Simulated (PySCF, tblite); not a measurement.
Isomers of C3H7FO2Si. All values are computed: GFN2-xTB (tblite) harmonic vibrations without scaling, gas phase. Errors from tens to a few hundred cm⁻¹ against measured bands are possible. Modes of hydrogen on silicon can be 10 to 20 % off. One conformer each.

Electronic energies: PBE0/pcSseg-1 single points on the GFN2-xTB geometries (PySCF, gas phase).

```csv
SMILES,"electronic energy, lowest = 0 (kcal/mol)"
F[C@@H]1C[C@H](O[SiH3])O1,26.9
O=C(CCF)O[SiH3],0.0
C=C(O[SiH3])OCF,33.1
```

Q: How do GFN2-xTB zero-point energies change the relative energies?

A: 
```json
{"SMILES": "O=C(CCF)O[SiH3]", "ZPE (kcal/mol)": "59.2", "of it from modes above 1550 cm⁻¹": "29.5", "electronic (kcal/mol)": "0.0", "with ZPE, lowest = 0 (kcal/mol)": "0.0", "lowest mode (cm⁻¹)": "40", "rings": "0"}
{"SMILES": "F[C@@H]1C[C@H](O[SiH3])O1", "ZPE (kcal/mol)": "60.2", "of it from modes above 1550 cm⁻¹": "26.8", "electronic (kcal/mol)": "26.9", "with ZPE, lowest = 0 (kcal/mol)": "27.9", "lowest mode (cm⁻¹)": "48", "rings": "1"}
{"SMILES": "C=C(O[SiH3])OCF", "ZPE (kcal/mol)": "58.7", "of it from modes above 1550 cm⁻¹": "29.8", "electronic (kcal/mol)": "33.1", "with ZPE, lowest = 0 (kcal/mol)": "32.6", "lowest mode (cm⁻¹)": "36", "rings": "0"}
```

The zero-point energies span 1.5 kcal/mol, from `C=C(O[SiH3])OCF` to `F[C@@H]1C[C@H](O[SiH3])O1`. The order is unchanged.

Q: And how do the electronic energies of GFN2-xTB itself compare?

A: `O=C(CCF)O[SiH3]` 0.0; `F[C@@H]1C[C@H](O[SiH3])O1` 12.9; `C=C(O[SiH3])OCF` 19.0 kcal/mol, lowest = 0. Against the energies above, taken from the same isomer `O=C(CCF)O[SiH3]`, the largest difference is 14.1 kcal/mol.

Q: What do entropy and thermal enthalpy add at 298.15 K and 1 bar (rigid rotor, harmonic oscillator, one conformer each)?

A: 
```tsv
SMILES	point group	symmetry number	S (cal/(mol K))	H − H(0) (kcal/mol)	ZPE + H − H(0) − TS (kcal/mol)
O=C(CCF)O[SiH3]	Cs	1	97.3	6.43	36.7
F[C@@H]1C[C@H](O[SiH3])O1	C1	1	88.7	5.55	39.3
C=C(O[SiH3])OCF	C1	1	95.3	6.26	36.6
```
